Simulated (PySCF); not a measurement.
GaCl2(SiH3).
Z-matrix (Å and degrees, PBE0-D3(BJ)/def2-SVP geometry), rows numbered from 1:
```
Ga
Cl  1  2.1511
Cl  1  2.1497  2  112.66
Si  1  2.3939  2  122.99  3   178.70
H   4  1.4912  1  110.10  2   151.81
H   4  1.4912  1  109.39  2    30.15
H   4  1.4939  1  107.42  2   -88.80
```

The closed-shell ground state was solved at several levels (PySCF, density fitting, gas phase). The calculation is non-relativistic and has no spin–orbit coupling, an omission that weighs most on gallium.

```csv
level,basis functions,total energy (Eh),HOMO (eV),LUMO (eV),gap (eV),dipole (D)
PBE/pcSseg-1 (pcSseg-2 on Ga),150,-3135.8534,-7.34,-2.80,4.54,2.77
wB97X-D/def2-SVPD,140,-3136.1089,-10.33,-0.47,9.86,3.01
B3LYP/pcSseg-1 (pcSseg-2 on Ga),150,-3136.7757,-8.29,-2.28,6.01,2.89
```

(1) Estimate the row for PBE0/pcSseg-1 (pcSseg-2 on Ga), a basis of 150 functions; the other rows only guide the guess.

(2) Over all these levels, which gives the widest orbital gap and which the narrowest?

(3) In the pcSseg-1 (pcSseg-2 on Ga) basis, how does the gap go with the fixed share of exact exchange?

(4) How far do the dipole and the HOMO energy spread over the levels?

Results:

(1) Total energy -3135.9821 Eh, HOMO -8.54 eV, LUMO -2.08 eV, gap 6.46 eV, dipole 2.90 D.

(2) wB97X-D/def2-SVPD (range-separated hybrid) has the widest, 9.86 eV, and PBE/pcSseg-1 (pcSseg-2 on Ga) (GGA) the narrowest, 4.54 eV. Functional and basis both differ between the two, so the spread mixes both effects.

(3) PBE (0 %) 4.54 eV; B3LYP (20 %) 6.01 eV; PBE0 (25 %) 6.46 eV. Each rise in the share widens the gap here.

(4) The dipole runs from 2.77 to 3.01 D (mean 2.89 D) and the HOMO from -10.33 to -7.34 eV.

wB97X-D is run here without its empirical dispersion term; that term would change no orbital, density or response property at a fixed geometry.
